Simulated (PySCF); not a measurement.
**Nb³⁺ (niobium, charge +3) across methods**

[Kr] 4d2, high-spin 3F determinant. Calculation: PySCF 2.14, in def2-QZVPPD with the def2 core potential (28 electrons) (7s5p4d3f2g, 81 functions); a scalar-relativistic core potential. The B2PLYP total includes its PT2 part (frozen core); its orbital energies are those of the SCF part.

```csv
method,E (hartree),mean ε 4p α (eV),mean ε 4p β (eV),mean ε 4d α (eV),Σ⟨r²⟩ (bohr²),⟨S²⟩
PBE,-55.1102,-65.758,-64.282,-31.592,21.17,2.001
B2PLYP,-54.9790,-71.316,-68.624,-34.812,21.12,2.002
r2SCAN,-55.1409,-66.874,-65.018,-31.888,21.07,2.002
B3LYP,-55.1312,-68.024,-66.150,-32.937,21.15,2.001
UHF,-54.73915,-75.934,-72.010,-37.513,21.08,2.005
LDA,-54.9295,-65.686,-64.214,-31.426,21.31,2.000
PBE0,-55.1085,-68.556,-66.540,-33.242,21.11,2.001
MN15,-55.0074,-68.654,-67.115,-33.275,21.35,2.000
PBEsol,-55.0027,-65.625,-64.140,-31.448,21.22,2.001
```

Energies and moments cover only the electrons outside the core potential.
